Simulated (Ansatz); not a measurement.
`[F][GeH2][GeH3]` + `BO` → `B[O][GeH2][F]` + GeH₄ at 600 K and 1 bar (cleavage of the Ge–Ge bond).

Program: Ansatz. Geometries: PBE0-D4/def2-TZVP. ΔE: electronic, gas phase. CBS: MP2 limit from def2 TZ/QZ plus the TZ coupled-cluster correction, frozen cores. This one scheme is used for every species. For Ge outer-core shells are correlated without core-valence functions, which leaves a few kJ/mol of doubt a bond. Scalar relativity is left out up to krypton. One conformer a species, not always the lowest.

```
          species  CCSD(T)/CBS energy (Eh)  H − E (kJ/mol)  S (J/(mol·K))
`[F][GeH2][GeH3]`              -4255.04883           161.7          417.7
             `BO`               -101.80414           119.7          267.1
  `B[O][GeH2][F]`              -2278.36226           166.6          402.6
             GeH₄              -2078.49493           105.8          256.4
```

H − E and S are ideal-gas, rigid-rotor, harmonic terms from PBE0-D4/def2-TZVP, for one conformer and one mirror image of each species. 1 Eh = 2625.50 kJ/mol, R = 8.31446 J/(mol·K).

Problem. By hand: ΔE, ΔH, ΔS and ΔG.

Solution. ΔE = (-2278.36226) + (-2078.49493) − (-4255.04883) − (-101.80414) = -0.00422 Eh = -11.1 kJ/mol. Δ(H − E) = 166.6 + 105.8 − 161.7 − 119.7 = -9.0, so ΔH = -20.1 kJ/mol. ΔS = 402.6 + 256.4 − 417.7 − 267.1 = -25.8 J/(mol·K). ΔG = -20.1 − 600 × (-25.8)/1000 = -4.6 kJ/mol.

Problem. By hand: the equilibrium constant, and the temperature at which ΔG would vanish if ΔH and ΔS stayed fixed.

Solution. log₁₀ K = −ΔG/(RT ln 10) = 0.4. ΔG = 0 at ΔH/ΔS = 779 K.

TΔS isn't small against ΔH here. The sign of ΔG lies within the doubt. A doubt of 5 kJ/mol in ΔE shifts log₁₀ K by 0.4 here. Other conformers and mirror images would add mixing entropy, several J/(mol·K) or more a flexible species. Modes under 60 cm⁻¹, often nearly free rotors, make the harmonic entropy too high. These are equilibria of isolated gas molecules and say nothing of rates. Largest T1 diagnostic: 0.014 (customary marks: 0.02 for closed shells, 0.045 for open ones).
